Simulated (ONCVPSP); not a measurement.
## Pseudopotential generation for aluminium: ONCV, PBE, scalar-relativistic.

aluminium, optimised norm-conserving Vanderbilt (ONCV), made with ONCVPSP 4.0.1 (PBE, scalar-relativistic). Core [Ne], reference 3s2 3p0.5 (charge +0.5). Waves: 3s: rc 2.00 bohr, ncon 4, nbas 7, qcut 3.9 1/bohr, 2 projectors, debl 1.2 Ha; 3p: rc 2.40 bohr, ncon 5, nbas 8, qcut 3.3 1/bohr, 2 projectors, debl 0.5 Ha; d scattering state at 0.11 Ha: rc 2.35 bohr, ncon 3, nbas 8, qcut 4.3 1/bohr, 2 projectors, debl 1.9 Ha. Local part: polynomial inside 1.40 bohr (lpopt 4, dvloc0 6 Ha). Core correction: polynomial model core, fcfact 0.75.

All-electron outer shells of the reference configuration (PBE, scalar-relativistic, ld1.x):

```tsv
shell	level (eV)	outermost node (bohr)	outermost maximum (bohr)
2s	-112.00	0.16	0.50
2p	-73.49	–	0.43
3s	-11.09	0.80	2.06
3p	-5.70	0.81	2.52
```

**Question.** Does the generator finish with these settings?

**Answer.** Yes, a potential is produced and its reference levels are reproduced.

**Question.** Estimate the cutoffs (Ha) at which the residual kinetic energy of the hardest occupied pseudo-wave falls to 1 and 0.1 mHa per electron.

**Answer.** 5.8 Ha and 7.8 Ha. The cutoffs count occupied waves only; projector 2 of the d channel, the hardest unoccupied one, needs 24 Ha at the loose tolerance.

**Question.** What does a ghost test show?

**Answer.** No bound ghost flagged; GHOST(+) flags only above 600 eV.

**Question.** Which valence shell sets the plane-wave cutoff?

**Answer.** 3s: 6 Ha for 1 mHa per electron, against 2 Ha for 3p.

**Question.** Tests: 3s2 3p1; 3s2 3p0; 3s1 3p0; 3s0 3p3. Which has the largest error in its energy relative to the reference configuration, and how large is it?

**Answer.** 3s1 3p0, with +7.8 meV (all-electron minus pseudo) on +22.90 eV.
